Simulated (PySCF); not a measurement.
Te(Br)(SiH3) (BrH₃SiTe), SMILES [SiH3][Te]Br.

Geometry: PBE-D3(BJ)/def2-SVP. The structure was generated by enumeration, and PubChem lists no compound with its InChIKey, so it may never have been made. The def2 effective core potentials stand for the cores of Te; spin–orbit coupling is left out.

Two levels are set side by side: TDDFT-PBE/def2-SVPD (PySCF) and TDDFT-PBE0/def2-SVPD (PySCF). Vertical, same geometry. The lowest singlet is HOMO→LUMO 101 % with PBE and HOMO→LUMO 100 % with the other functional; states are paired by order. Differences are taken from unrounded values.

```json
[
 {"quantity": "lowest singlet excitation (eV)", "TDDFT-PBE": "1.97"},
 {"quantity": "lowest triplet excitation (TDA) (eV)", "TDDFT-PBE": "1.39"}
]
```

**Question.** These are the TDDFT-PBE values. What does TDDFT-PBE0 give? (The exact figures need the calculation; the answer reports its results.)

**Answer.** 
```json
[
 {"quantity": "lowest singlet excitation (eV)", "TDDFT-PBE0": "2.10", "TDDFT-PBE minus TDDFT-PBE0": "-0.14"},
 {"quantity": "lowest triplet excitation (TDA) (eV)", "TDDFT-PBE0": "1.48", "TDDFT-PBE minus TDDFT-PBE0": "-0.09"}
]
```

A lower first singlet is the usual sign of a functional without exact exchange. Differences between two approximate levels are no errors against the true value.

Rough cost on one machine, each run with all the roots and properties that it gave: TDDFT-PBE0 against TDDFT-PBE about 3 times.
